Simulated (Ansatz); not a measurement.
A nudged elastic band was laid between two geometries of BH5N2 + H3P (12 atoms, charge 0, multiplicity 1).

Computed with RKS LDA/def2-SVP in Ansatz 0.2.0.

```
movable images  : 5
climbing image  : yes
spring          : 5.0 eV/Å²
optimiser       : quadratic models (default)
start path      : through a guess of the saddle point
force threshold : 0.05 eV/Å
iteration limit : 60
end points      : relaxed
```

Initial state:

```xyz
12
Properties=species:S:1:pos:R:3
B -0.072 -0.664 -0.407
H -0.221 -1.753 0.129
N 1.237 -0.159 -0.545
H 2.054 -0.691 -0.248
H 1.464 0.716 -1.025
N -1.214 0.039 -0.832
H -2.155 -0.332 -0.700
H -1.197 0.966 -1.269
P -0.772 2.557 0.911
H -1.379 1.722 1.914
H -0.218 3.455 1.899
H 0.417 1.739 0.866
```

Final state:

```xyz
12
Properties=species:S:1:pos:R:3
B -0.120 0.831 -0.553
H -0.299 -0.705 2.441
N 1.201 0.438 -0.842
H 1.435 -0.362 -1.434
H 2.017 0.931 -0.479
N -1.244 0.149 -1.057
H -1.181 -0.666 -1.671
H -2.201 0.429 -0.843
P -0.400 2.475 0.446
H -1.493 1.973 1.243
H 0.565 2.182 1.478
H -0.337 -0.082 1.965
```

(1) What changes between the two ends?

(2) Give the energies along the band, and the barrier.

(3) What is the geometry of the highest image?

(4) What are the harmonic wavenumbers there?

Results:

(1) Bonds broken: B1–H2, P9–H12. Bonds formed: B1–P9, H2–H12. BH5N2 + H3P becomes BH6N2P + H2.

(2) The forces met the threshold. The highest image is number 4 of 0 to 6, 1.69 eV above the first end and 1.43 eV above the last; the last end lies 0.26 eV above the first. A vibrational analysis at the climbing image gives one clearly imaginary mode, 644i cm⁻¹: a first-order saddle point. The orbitals stay closed-shell, which can raise the energy where a bond breaks towards radicals; this wasn't checked here.

```json
{"image": "0", "path coordinate (Å)": "0.00", "energy (eV)": "0.00", "B1–H2 (Å)": "1.22", "P9–H12 (Å)": "1.44", "B1–P9 (Å)": "3.55"}
{"image": "1", "path coordinate (Å)": "1.11", "energy (eV)": "0.04", "B1–H2 (Å)": "1.22", "P9–H12 (Å)": "1.44", "B1–P9 (Å)": "3.45"}
{"image": "2", "path coordinate (Å)": "2.22", "energy (eV)": "0.10", "B1–H2 (Å)": "1.22", "P9–H12 (Å)": "1.44", "B1–P9 (Å)": "3.16"}
{"image": "3", "path coordinate (Å)": "3.33", "energy (eV)": "0.65", "B1–H2 (Å)": "1.23", "P9–H12 (Å)": "1.45", "B1–P9 (Å)": "2.73"}
{"image": "4", "path coordinate (Å)": "4.44", "energy (eV)": "1.69", "B1–H2 (Å)": "1.37", "P9–H12 (Å)": "1.85", "B1–P9 (Å)": "2.15"}
{"image": "5", "path coordinate (Å)": "6.14", "energy (eV)": "0.82", "B1–H2 (Å)": "2.47", "P9–H12 (Å)": "2.66", "B1–P9 (Å)": "1.96"}
{"image": "6", "path coordinate (Å)": "7.84", "energy (eV)": "0.26", "B1–H2 (Å)": "3.37", "P9–H12 (Å)": "2.98", "B1–P9 (Å)": "1.94"}
```

(3) 
```xyz
12
Properties=species:S:1:pos:R:3
B -0.074 0.256 -0.061
H -0.187 -0.512 1.064
N 1.313 0.249 -0.488
H 1.606 -0.586 -1.007
H 1.672 1.099 -0.932
N -1.203 -0.180 -0.867
H -2.103 -0.392 -0.427
H -1.337 0.326 -1.750
P -0.285 2.263 0.673
H -1.575 2.211 1.314
H 0.434 2.351 1.924
H -0.317 0.508 1.251
```

(4) 644i, 166, 200, 236, 255, 329, 399, 474, 515, 618, 654, 692, 807, 896, 947, 1026, 1042, 1060, 1195, 1316, 1486, 1506, 1918, 2064, 2294, 2329, 3469, 3476, 3572, 3573 cm⁻¹.

Run time: 3 min on 2 threads of Arm Neoverse V2, on a shared host, peak memory 0.13 GiB.
